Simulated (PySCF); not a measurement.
C2H9FSi3.

```xyz
15

F      1.6642     1.5859     0.8404
Si     1.0887     0.7638    -0.4565
C      1.2121    -1.0855    -0.1037
Si    -0.3871    -1.6504     0.7490
C     -1.7761    -0.7877    -0.2154
Si    -1.2602     1.0125    -0.5820
H      1.9086     1.1845    -1.6286
H      1.2927    -1.6115    -1.0732
H      2.1184    -1.3270     0.4759
H     -0.5366    -3.1360     0.7444
H     -0.3902    -1.1754     2.1645
H     -1.9005    -1.3129    -1.1791
H     -2.7435    -0.8404     0.3092
H     -1.7424     1.9328     0.4897
H     -1.7815     1.4904    -1.8974
```

Coordinates come from a B3LYP-D3(BJ)/def2-SVP optimisation. The structure was generated by enumeration; whether it is a known compound was not checked. The values are those of a single conformer.

Level of theory: PBE/pcSseg-1 (PySCF). Non-relativistic, no solvent.

Give the absolute GIAO shielding of each atom: isotropic value and principal components (ppm). (Estimate from the structure and the level; the computed values follow.)


| atom | σ(iso) | σ11 | σ22 | σ33 | span |
|---|---|---|---|---|---|
| F1 | 380.0 | 336.9 | 375.4 | 427.7 | 90.8 |
| Si2 | 292.7 | 214.1 | 291.5 | 372.6 | 158.4 |
| C3 | 179.9 | 162.4 | 183.6 | 193.7 | 31.3 |
| Si4 | 365.4 | 301.2 | 379.2 | 415.7 | 114.5 |
| C5 | 192.6 | 184.3 | 192.5 | 200.9 | 16.6 |
| Si6 | 406.4 | 373.4 | 386.1 | 459.7 | 86.3 |
| H7 | 25.1 | 21.9 | 23.5 | 29.8 | 7.8 |
| H8 | 31.7 | 26.8 | 28.8 | 39.6 | 12.7 |
| H9 | 30.6 | 26.1 | 27.3 | 38.3 | 12.2 |
| H10 | 26.4 | 22.4 | 24.3 | 32.5 | 10.1 |
| H11 | 26.9 | 23.6 | 24.7 | 32.2 | 8.5 |
| H12 | 31.6 | 26.4 | 28.5 | 39.7 | 13.3 |
| H13 | 30.8 | 25.2 | 27.6 | 39.5 | 14.3 |
| H14 | 27.1 | 23.9 | 24.8 | 32.6 | 8.7 |
| H15 | 27.2 | 23.5 | 25.0 | 33.1 | 9.6 |
